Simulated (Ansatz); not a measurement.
CH6BNSi can be A, `BN1C[SiH2]1`, or B, `CN1B[SiH2]1`.

Isolated molecules relaxed with PBE0-D4/def2-TZVP in Ansatz; ΔE leaves out vibrations. CCSD(T)/CBS is the MP2 limit (def2-TZVPP, def2-QZVPP) plus CCSD(T) − MP2 in def2-TZVPP, frozen cores. Functionals use def2-TZVPP.

(1) Which is lower in electronic energy at CCSD(T)/CBS, and by how much? (An estimate is asked.)

(2) Give E(B) − E(A) in kJ/mol with HF/def2-TZVPP, CCSD(T)/def2-TZVPP, PBE0-D4, PBE-D4, r2SCAN-D4, CCSD/def2-TZVPP, BLYP-D4. (An estimate is asked.)

(3) Does the order hold for the free energy at 298.15 K (harmonic terms from PBE0-D4)? (Estimate.)

Largest T1 diagnostic: 0.014.

Answers

(1) Computed: B, by 9.2 kJ/mol.

(2) Ansatz gave: HF/def2-TZVPP 4.3, CCSD(T)/def2-TZVPP -8.9, PBE0-D4 -13.4, PBE-D4 -15.3, r2SCAN-D4 -10.4, CCSD/def2-TZVPP -6.8, BLYP-D4 -6.5. The order is the other way round with HF/def2-TZVPP.

(3) Ansatz gave: Yes: G(B) − G(A) = -3.6 kJ/mol.

Leaving LDA and LC-ωPBE aside and taking each functional with its dispersion term where it has one, the values, not all of them listed here, spread over 12.8 kJ/mol, from PBE-D4 to BHLYP-D4. From BLYP to BHLYP (50 % exact exchange), in def2-TZVPP and without D4, E(B) − E(A) moves by +4.5 kJ/mol.
